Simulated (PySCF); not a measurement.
**Correlation energy of W (tungsten, neutral)**

[Xe] 4f14 5d5 6s1, high-spin 7S determinant (an excited configuration). Calculation: PySCF 2.14, in x2c-TZVPPall; the spin-free X2C one-electron Hamiltonian (Gaussian nucleus). Frozen: [Xe] 4f14; 6 electrons correlated.

| level | correlation energy (mhartree) |
| --- | --- |
| CCSD | -79.03 |
| (T) | -2.24 |
| CCSD(T) | -81.27 |

Diagnostics: T1 = 0.0075, D1 = 0.0160, largest double amplitude 0.028.

Cost of the coupled-cluster step: of the order of 7 core-seconds, for 6 correlated electrons.
